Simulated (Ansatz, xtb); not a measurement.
**Two isomers of CH11NSi3**

Structure I is `C[Si@@H]([SiH3])N[SiH3]`, a singlet and structure II is `C[SiH2]N[SiH2][SiH3]`, a singlet. Both are isolated molecules in the gas phase, relaxed with B3LYP-D3(BJ)/def2-SVP; each stands in its lowest conformer found.

I (Å):

```xyz
16

C     2.1925    0.3544   -0.8002
N    -0.1578   -1.2575    0.1064
Si    0.6771    0.2706    0.3207
Si   -0.7627    2.0718   -0.1476
Si   -1.8343   -1.6186   -0.1978
H     1.8993    0.2998   -1.8606
H     2.7474    1.2931   -0.6393
H     2.8809   -0.4820   -0.5928
H     1.1527    0.4212    1.7352
H     0.0142    3.3333    0.0593
H    -1.9535    2.1047    0.7516
H    -1.2304    2.0438   -1.5657
H     0.4291   -2.0750    0.2741
H    -1.9660   -2.6567   -1.2642
H    -2.4895   -0.3591   -0.6469
H    -2.5649   -2.1270    1.0045
```

II (Å):

```xyz
16

C     2.5786    0.8733   -0.7525
N     0.9980    0.0039    1.6928
Si    2.1813    1.1309    1.0673
Si   -0.7462    0.0706    1.6191
Si   -1.4533    2.1888    0.8770
H     2.9736   -0.1394   -0.9340
H     1.6723    1.0004   -1.3666
H     3.3305    1.6018   -1.0988
H     3.4269    0.9804    1.8772
H     1.6307    2.5060    1.2490
H     1.3838   -0.8649    2.0594
H    -1.3498   -0.2104    2.9595
H    -1.3158   -0.9561    0.6868
H    -0.8542    2.5173   -0.4511
H    -1.1005    3.2687    1.8431
H    -2.9394    2.1511    0.7244
```

Estimate E(II) − E(I) at the level CCSD(T)/def2-SVP + ΔMP2/def2-TZVPP.

Too close to call at this level: CCSD(T)/def2-SVP + ΔMP2/def2-TZVPP gives E(II) − E(I) = −0.47 kcal/mol.

Level by level:

| level | geometry | E(II) − E(I) (kcal/mol) | departure from the last row (kcal/mol) | job, with rough time for the two |
| --- | --- | --- | --- | --- |
| B3LYP-D3(BJ)/def2-SVP | B3LYP-D3(BJ)/def2-SVP | −0.47 | 0.00 | optimisation, 4.6 min |
| HF/def2-SVP | B3LYP-D3(BJ)/def2-SVP | −0.58 | −0.11 | part of the CCSD(T) run |
| MP2/def2-SVP | B3LYP-D3(BJ)/def2-SVP | −0.25 | +0.21 | part of the CCSD(T) run |
| CCSD(T)/def2-SVP | B3LYP-D3(BJ)/def2-SVP | −0.33 | +0.13 | single point |
| CCSD(T)/def2-SVP + ΔMP2/def2-TZVPP | B3LYP-D3(BJ)/def2-SVP | −0.47 |  | single point, 77 s |

As drawn, both hold the same kinds of bond in the same numbers.

The largest departure from CCSD(T)/def2-SVP + ΔMP2/def2-TZVPP is that of MP2/def2-SVP, 0.21 kcal/mol. Levels run at GFN2-xTB geometries aren't shown. The last row adds to CCSD(T) the change of the MP2 difference between the two basis sets, here −0.13 kcal/mol.

With thermal terms from frequencies at re-optimised GFN2-xTB minima (ideal gas, soft modes damped towards free rotors, one conformer each, 298.15 K, 1 atm): on the last row, ΔE + ΔZPE = −0.34, ΔH = −0.48, ΔG = −0.04 kcal/mol.

The correlated steps freeze 17 core orbitals. Mirror images aren't counted in ΔG. Run with Ansatz 0.2.0, xtb 6.7.1; the last row on 2 threads of Intel(R) Xeon(R) Processor @ 2.70GHz on a shared host.
